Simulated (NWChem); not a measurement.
System meant: AlH2SeCl; SMILES [Cl][AlH][SeH]

The following NWChem deck was run.

```
start job
memory heap 200 mb stack 900 mb global 1100 mb
geometry units angstroms noautoz
  Al     0.926524     0.616371     0.058838
  Cl    -0.448664     2.164670     0.436923
  H      2.366981     0.951866    -0.480016
  Se     0.293412    -1.565450     0.444156
  H     -1.046372    -1.155118     0.892685
end
basis spherical
  * library def2-svp
end
dft
  xc b3lyp
  iterations 4
  mulliken
end
task dft energy
```

End of the output:

```
    Atom       Charge   Shell Charges
 -----------   ------   -------------------------------------------------------
    1 Al  13    12.78   2.00  1.94  0.65  0.30  5.81  0.94  0.81  0.34
    2 Cl  17    17.05   2.00  1.96  1.05  0.78  5.82  2.26  3.18  0.01
    3 H    1     1.14   0.63  0.49  0.01
    4 Se  34    34.03   2.00  2.00  1.96  1.08  0.62  5.99  5.80  2.07  2.46  7.82  2.04  0.20
    5 H    1     0.99   0.59  0.33  0.07

 center of mass
 --------------
 x =  -0.02644850 y =  -0.16733098 z =   0.00000000

 moments of inertia (a.u.)
 ------------------
        1317.316637662045          -0.000000000000           0.000000000000
          -0.000000000000         121.150458890455           0.000000000000
           0.000000000000           0.000000000000        1438.467096552499

     Multipole analysis of the density
     ---------------------------------

     L   x y z        total         alpha         beta         nuclear
     -   - - -        -----         -----         ----         -------
     0   0 0 0     -0.000000    -33.000000    -33.000000     66.000000

     1   1 0 0      0.048226      0.024113      0.024113      0.000000
     1   0 1 0     -0.143218     -0.071609     -0.071609      0.000000
     1   0 0 1     -0.000000     -0.000000     -0.000000      0.000000

     2   2 0 0    -32.694534    -52.789736    -52.789736     72.884937
     2   1 1 0      0.641826     -1.118377     -1.118377      2.878579
     2   1 0 1     -0.000000     -0.000000     -0.000000      0.000000
     2   0 2 0    -36.926686   -324.859618   -324.859618    612.792551
     2   0 1 1      0.000000      0.000000      0.000000      0.000000
     2   0 0 2    -32.207628    -16.103814    -16.103814      0.000000

 ------------------------------------------------------------------------
 dft energy failed                                                                                  0
 ------------------------------------------------------------------------
 ------------------------------------------------------------------------
  current input line :
    18: task dft energy
 ------------------------------------------------------------------------
 ------------------------------------------------------------------------
 This type of error is most commonly associated with calculations not reaching convergence criteria
 ------------------------------------------------------------------------
 For more information see the NWChem manual at https://nwchemgit.github.io

0:dft energy failed:Received an Error in Communication
```

Q: Find the fault in this run and fix the input.

A: Convergence was not reached. Cause: the SCF was allowed too few iterations. This input runs:
```
start job
memory heap 200 mb stack 900 mb global 1100 mb
geometry units angstroms noautoz
  Al     0.926524     0.616371     0.058838
  Cl    -0.448664     2.164670     0.436923
  H      2.366981     0.951866    -0.480016
  Se     0.293412    -1.565450     0.444156
  H     -1.046372    -1.155118     0.892685
end
basis spherical
  * library def2-svp
end
dft
  xc b3lyp
  iterations 150
  mulliken
end
task dft energy
```
It converges to -3105.04761 Ha (B3LYP/def2-SVP).
